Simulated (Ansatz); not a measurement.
Reaction (homolysis of the Ga–O bond): `[OH][GaH2]` → `[GaH2]`• + `[OH]`•

Computed with Ansatz on PBE0-D4/def2-TZVP structures; ΔE is electronic, products minus reactants. CCSD(T)/CBS is the MP2 limit (def2-TZVPP, def2-QZVPP) plus CCSD(T) − MP2 in def2-TZVPP, frozen cores. This one scheme is used for every species. DFT in def2-TZVPP. No spin–orbit coupling; open shells (•) take unrestricted orbitals. For Ga outer-core shells are correlated without core-valence functions, which leaves a few kJ/mol of doubt a bond. Scalar relativity is left out up to krypton.

```json
{"species": "`[OH][GaH2]`", "LDA (SPW92) energy (Eh)": "-1998.33428"}
{"species": "`[GaH2]`•", "LDA (SPW92) energy (Eh)": "-1922.92674"}
{"species": "`[OH]`•", "LDA (SPW92) energy (Eh)": "-75.19792"}
```

Work out ΔE.

ΔE = (-1922.92674) + (-75.19792) − (-1998.33428) = 0.20962 Eh = +131.5 kcal/mol. CCSD(T)/CBS gives +116.8 kcal/mol.

Largest T1 diagnostic among the species: 0.015.

The D4 term adds +1.2 kcal/mol with B3LYP and +0.6 kcal/mol with PBE0; it sums over pairs of atoms, weighted by their polarisabilities, and B3LYP, whose exchange is more repulsive, gets the larger term. Leaving LDA and LC-ωPBE aside and taking each functional with its dispersion term where it has one, the values, not all of them listed here, spread over 9.2 kcal/mol, from BHLYP-D4 to ωB97X-V. LDA lies +19.5 kcal/mol from PBE without D4, its usual overbinding.

B3LYP here is the variant with VWN-RPA as its local correlation; programs differ in this.
